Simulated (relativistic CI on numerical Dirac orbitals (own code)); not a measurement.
## Level scheme of Mo27+

Method of calculation: Dirac-Coulomb-Breit CI, separate exchange-only KLI orbitals for each configuration, QED by a radiative potential, unscaled Slater integrals (own radial code, finite nucleus).

Configuration list (outside the closed core [Ne]): 3s²3p³, 3s3p⁴, 3s²3p²3d, 3p⁵, 3s3p³3d, 3p⁴3d, 3s3p²3d², 3s²3p3d4p, 3p⁴4s, 3s3p²3d4s, 3s²3p²4s, 3p⁴4p, 3s²3p3d², 3s²3d³, 3s3p3d³, 3s²3d²4s, 3p³3d², 3p²3d³, 3p²3d²4s, 3s²3p3d4s, 3s3p3d²4s, 3s²3d4s², 3s3p²3d4p, 3s3p3d²4p, 3p²3d²4p, 3s3p3d4s4p. Double excitations out of closed p, d and f shells are left out; levels of such configurations are missing from the list, as are those of other unlisted configurations, and high levels can miss mixing partners.

The lowest level is 3s²3p³ ⁴S°3/2, with 47 % of that term; Hund's rules for 3s²3p³ give ⁴S° with J = 3/2, in agreement.

```csv
No.,Configuration,Term,J,E (eV),%,Lifetime (s)
1,3s²3p³,⁴S°,3/2,0.000,47,
2,3s²3p³,²D°,3/2,19.439,53,1.22e-05
3,3s²3p³,²D°,5/2,25.070,98,6.16e-05
4,3s²3p³,²P°,1/2,32.249,97,9.21e-06
5,3s²3p³,²P°,3/2,51.394,59,3.53e-06
6,3s3p⁴(3P),⁴P,5/2,89.183,76,1.50e-10
7,3s3p⁴(3P),⁴P,3/2,99.677,41,7.89e-11
8,3s3p⁴(3P),⁴P,1/2,102.818,61,5.74e-11
9,3s3p⁴(3P),⁴P,3/2,109.979,33,1.60e-10
10,3s3p⁴(1D),²D,3/2,117.242,37,3.98e-11
11,3p²(3P)3d,⁴F,5/2,118.143,38,7.67e-11
12,3s3p⁴(1D),²D,5/2,120.856,47,8.48e-11
13,3p²(3P)3d,²P,3/2,124.535,42,1.48e-10
14,3p²(3P)3d,⁴D,1/2,125.730,38,5.49e-11
15,3p²(1D)3d,²F,5/2,128.162,60,4.57e-10
16,3p²(3P)3d,⁴F,7/2,131.529,73,2.21e-09
17,3p²(3P)3d,⁴D,7/2,133.189,48,3.88e-08
18,3p²(3P)3d,⁴D,1/2,134.400,49,2.30e-11
19,3p²(3P)3d,⁴D,3/2,136.714,55,2.87e-11
20,3p²(3P)3d,⁴F,9/2,138.059,64,2.74e-04
21,3p²(3P)3d,⁴D,5/2,140.322,34,2.30e-11
22,3s3p⁴(3P),²P,3/2,148.364,34,3.63e-12
23,3p²(1D)3d,²G,7/2,148.416,59,4.87e-11
24,3p²(3P)3d,⁴P,5/2,149.058,49,4.61e-12
25,3p²(3P)3d,²P,1/2,149.407,37,1.14e-11
26,3p²(3P)3d,⁴P,3/2,152.485,35,4.68e-12
27,3p²(3P)3d,⁴P,1/2,152.839,27,5.14e-12
28,3p²(3P)3d,²D,3/2,156.257,72,1.43e-11
29,3p²(1D)3d,²F,7/2,158.583,49,3.03e-10
30,3p²(3P)3d,²D,5/2,159.288,55,4.47e-12
```

Energies count from the lowest computed level; ° marks odd parity; lifetimes are radiative, by E1, M1, E2, M2, E3 decay to levels of this space only. Percentages are summed over parent terms; the parents shown are those of the largest component, closed shells are left out there.

The mean weight of the leading LS term, summed over parents, in these 30 levels is 52 %, and that of the leading jj configuration (from the same eigenvectors) 62 %, so jj coupling describes them better and the LS labels are nominal.

At this charge energies of transitions that change n are usually good to better than 1 %, and those within a shell (Δn = 0) to a few per cent.

LS names give the leading component of a level, which can be under half, so a name can repeat, a term be missing and a line seem to break the LS rules.
